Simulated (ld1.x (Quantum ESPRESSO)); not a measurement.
bismuth (Bi): one change to a TM potential, before and after

| Property | Result |
| --- | --- |
| Element | Bi |
| Generator | ld1.x (Quantum ESPRESSO) 7.5 |
| Type | norm-conserving Troullier–Martins (Kleinman–Bylander form) |
| Functional | LDA (PZ) |
| Relativity | scalar-relativistic |
| Frozen core | [Xe] 4f14 5d10 |
| Valence charge | 5 |
| Reference configuration | 6s2 6p3 |
| Partial waves | 6s (bound): rc 1.40 bohr; 6d channel at -0.15 Ry: rc 2.40 bohr; 6p (bound): rc 2.25 bohr |
| Local potential | the p channel |
| Core correction | Bessel-smoothed model core, default radius (core density twice the valence density) |

All-electron outer shells of the reference configuration (LDA (PZ), scalar-relativistic, ld1.x):

```json
{"shell": "5p", "level (eV)": "-95.96", "outermost node (bohr)": "0.48", "outermost maximum (bohr)": "0.86"}
{"shell": "5d", "level (eV)": "-27.18", "outermost node (bohr)": "0.51", "outermost maximum (bohr)": "1.03"}
{"shell": "6s", "level (eV)": "-14.76", "outermost node (bohr)": "0.98", "outermost maximum (bohr)": "1.86"}
{"shell": "6p", "level (eV)": "-4.77", "outermost node (bohr)": "1.14", "outermost maximum (bohr)": "2.44"}
```

Change: all radii but the core radius scaled by about 1.18 (s 1.66, p 2.66, d 2.82 bohr).

Cutoffs: the cutoffs (Ry, on a coarse ladder) from which the occupation-weighted sum of valence levels, in a spherical-Bessel basis at the reference potential, stays within 10 and 1 mRy of its value at 400 Ry; they do not see the model core or the augmentation charge, which bear on the density cutoff. Errors are all-electron minus pseudo energies relative to the spin-unpolarised reference configuration.

Problem. Predict the effect on cutoff, ghosts and configuration errors.

Solution. The potential gets softer (110 Ry and 180 Ry → 30 Ry and 80 Ry); the bound ghost in d disappears; of the 9 tests that both files solve, the error grows in 1 and shrinks in 2 by more than 15 % and 0.3 meV (median size 16.2 → 17.4 meV). A larger radius leaves more room for a smooth pseudo-wave, so fewer plane waves are needed.

| quantity | base | changed |
| --- | --- | --- |
| cutoff, loose | 110 Ry | 30 Ry |
| cutoff, tight | 180 Ry | 80 Ry |
| loose cutoff by channel (10 mRy a level) | s 90 Ry, p 8 Ry | s 25 Ry, p 8 Ry |
| bound ghosts | d | none |
| error for 6s2 6p2, meV [ΔE 8.15 eV] | -12 | -11 |
| error for 6s2 6p1, meV [ΔE 23.72 eV] | -72 | -70 |
| error for 6s2 6p0, meV [ΔE 47.43 eV] | -246 | -245 |
| error for 6s2 6p3.3, meV [ΔE -1.15 eV] | +0.3 | +0.4 |
| error for 6s2 6p2.5, meV [ΔE 3.21 eV] | -2.9 | -2.7 |
| error for 6s1 6p3, meV [ΔE 19.05 eV] | -83 | -59 |
| error for 6s1 6p4, meV [ΔE 10.18 eV] | -53 | -28 |
| error for 6s2 6p3 (spin-polarised), meV [ΔE -1.02 eV] | -3.9 | -6.5 |
| error for 6s2 6p2 (spin-polarised), meV [ΔE 7.60 eV] | -16 | -17 |

 A true bound ghost makes a file unfit for plane-wave use even where its test errors are small: the radial tests pick states by their node count and pass the ghost by.
